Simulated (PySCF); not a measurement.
**`C1=CC2(C(OC)=CC=C2)C=C1`, C10H10O**

Geometry:
| atom | x (Å) | y (Å) | z (Å) |
| --- | --- | --- | --- |
| C1 | 2.386 | 0.791 | -0.197 |
| O2 | 1.023 | 0.604 | 0.075 |
| C3 | 0.442 | -0.444 | -0.504 |
| C4 | 0.940 | -1.395 | -1.333 |
| C5 | -0.154 | -2.311 | -1.665 |
| C6 | -1.292 | -1.931 | -1.053 |
| C7 | -1.030 | -0.682 | -0.236 |
| C8 | -1.907 | 0.483 | -0.631 |
| C9 | -2.624 | 0.887 | 0.434 |
| C10 | -2.279 | 0.056 | 1.594 |
| C11 | -1.353 | -0.851 | 1.231 |
| H12 | 2.705 | 1.686 | 0.350 |
| H13 | 2.559 | 0.939 | -1.278 |
| H14 | 2.982 | -0.076 | 0.139 |
| H15 | 1.963 | -1.478 | -1.698 |
| H16 | -0.045 | -3.178 | -2.319 |
| H17 | -2.271 | -2.404 | -1.101 |
| H18 | -1.926 | 0.889 | -1.643 |
| H19 | -3.350 | 1.702 | 0.447 |
| H20 | -2.712 | 0.166 | 2.589 |
| H21 | -0.885 | -1.615 | 1.851 |

Level of theory: PySCF, TDDFT CAM-B3LYP/def2-SVPD excited states, vertical, gas phase. Geometry: PBE0-D3(BJ)/def2-SVP.

Question: How strongly do the lowest singlets absorb one photon, and two photons of half the energy?

Answer: δ for parallel linear polarisation; σ at the peak of a Lorentzian of half width 0.1 eV, single beam; Ω is circular over linear.
| state | E (eV) | f | photon λ (nm) | δ (au) | σ (GM) | Ω | main |
| --- | --- | --- | --- | --- | --- | --- | --- |
| S1 | 4.23 | 0.007 | 586 | 1.15 | 0.01 | 1.50 | HOMO→LUMO 0.98 |
| S2 | 4.49 | 0.068 | 552 | 19.6 | 0.14 | 1.04 | HOMO→LUMO+1 0.98 |
| S3 | 5.28 | 0.053 | 470 | 0.67 | 0.01 | 1.50 | HOMO−1→LUMO 0.97 |
| S4 | 5.63 | 0.001 | 440 | 27.9 | 0.32 | 1.50 | HOMO→LUMO+2 0.82 |
| S5 | 5.69 | 0.054 | 436 | 74.2 | 0.88 | 0.23 | HOMO−1→LUMO+1 0.98 |
| S6 | 6.18 | 0.005 | 401 | 24.5 | 0.34 | 1.50 | HOMO→LUMO+3 0.68, HOMO→LUMO+4 0.10 |

Among these, the strongest one-photon state is S2, the strongest two-photon state S5, with a dipole change of 5.6 D (relaxed, norm of the difference vector).
